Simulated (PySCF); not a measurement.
**Two-component Hartree-Fock for Co(4+) (cobalt, charge +4)**

Start: [Ar] 3d5; 3d3/2 filled at m_j = -3/2, -1/2, +1/2, +3/2; 3d5/2 filled at m_j = +5/2. Calculated with PySCF 2.14 in x2c-QZVPPall-2c: generalised Hartree-Fock with the X2C-1e Hamiltonian and a Gaussian nucleus; one run each with spin-orbit coupling (SO) switched off, then screened by Boettger's factors.

| spinor shell | electrons | ε, spin-free (eV) | ε, screened SO (eV) | weight of nominal j (screened SO) | rms radius, screened SO (bohr) |
| --- | --- | --- | --- | --- | --- |
| 1s1/2 | 2 | -7839.3 | -7839.2 | 1.000 | 0.0649 |
| 2s1/2 | 2 | -1028.6 | -1028.6 | 1.000 | 0.276 |
| 2p1/2 | 2 | -886.19 | -896.85 | 0.974 | 0.247 |
| 2p3/2 | 4 | -886.19 | -880.99 | 0.987 | 0.249 |
| 3s1/2 | 2 | -185.77 | -185.77 | 1.000 | 0.815 |
| 3p1/2 | 2 | -141.51 | -142.20 | 0.663 | 0.857 |
| 3p3/2 | 4 | -141.51 | -141.18 | 0.831 | 0.860 |
| 3d3/2 | 4 | -81.007 | -81.033 | 0.514 | 0.951 |
| 3d5/2 | 1 | -81.007 | -80.899 | 1.000 | 0.953 |

| quantity | spin-free | screened SO |
| --- | --- | --- |
| E (hartree) | -1388.11378 | -1388.14029 |
| M_J | 5/2 | 5/2 |
| ⟨J²⟩ | 8.751 | 8.751 |
| ⟨L²⟩ | 0.000 | 0.003 |
| ⟨S²⟩ | 8.751 | 8.747 |

Each row is a mean over spinors that exchange with the open shell spreads, by up to 17.546 eV (3p3/2).

Rows whose weight is well below 1 are mixtures of j = l ± 1/2: exchange outweighs spin-orbit coupling there, and the label is only the starting occupation.

Without spin-orbit coupling the j labels of p, d and f shells carry no meaning; the spin-free column gives the mean over the occupied spinors of each nl shell.
